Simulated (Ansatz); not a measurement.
Mulliken charges of C$_{4}$H$_{3}$F$_{3}$, SMILES `FC1=C[C@H](F)[C@@H]1F` from PBE/def2-TZVPP in Ansatz (PBE0-D4/def2-TZVP geometry).

```json
{"atom": "F1", "x (Å)": "-2.114", "y (Å)": "1.040", "z (Å)": "0.575", "charge (e)": "-0.129"}
{"atom": "C2", "x (Å)": "-1.029", "y (Å)": "0.404", "z (Å)": "0.204", "charge (e)": "0.155"}
{"atom": "C3", "x (Å)": "-0.780", "y (Å)": "-0.515", "z (Å)": "-0.727", "charge (e)": "-0.172"}
{"atom": "C4", "x (Å)": "0.688", "y (Å)": "-0.495", "z (Å)": "-0.418", "charge (e)": "0.139"}
{"atom": "F5", "x (Å)": "1.182", "y (Å)": "-1.639", "z (Å)": "0.151", "charge (e)": "-0.178"}
{"atom": "C6", "x (Å)": "0.383", "y (Å)": "0.619", "z (Å)": "0.635", "charge (e)": "0.136"}
{"atom": "F7", "x (Å)": "0.690", "y (Å)": "0.281", "z (Å)": "1.921", "charge (e)": "-0.173"}
{"atom": "H8", "x (Å)": "-1.369", "y (Å)": "-1.028", "z (Å)": "-1.474", "charge (e)": "0.123"}
{"atom": "H9", "x (Å)": "1.363", "y (Å)": "-0.209", "z (Å)": "-1.229", "charge (e)": "0.047"}
{"atom": "H10", "x (Å)": "0.812", "y (Å)": "1.603", "z (Å)": "0.426", "charge (e)": "0.051"}
```

Q: By hand: the dipole of these point charges (1 e Å = 4.8032 D).

A: Σ q r = (0.002, 0.221, -0.466) e Å, of length 0.516 e Å = 2.48 D.

Q: How does the dipole of the full density compare? (An estimate is asked.)

A: Computed: (-0.070, 0.247, -0.494) e Å, 2.67 D; the point charges give 0.93 times that, at 8° from its direction.

Point charges leave out the atoms' own dipoles, such as those of lone pairs, and Mulliken's split depends on the basis, so the close match here is no proof of good charges.
